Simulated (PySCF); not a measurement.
An element was calculated at PBE (PySCF 2.14, spin-free X2C, a double-zeta basis, no spin-orbit coupling), in the ground configurations that NIST lists.

```
first ionisation energy  : 6.329 eV
second ionisation energy : 12.277 eV
third ionisation energy  : 24.548 eV
```

Which element is it?

Thulium (Tm, Z = 69), in cc-pVDZ-X2C. NIST lists 6.184, 12.065 ± 0.02, 23.66 ± 0.03 eV for these ionisation energies.
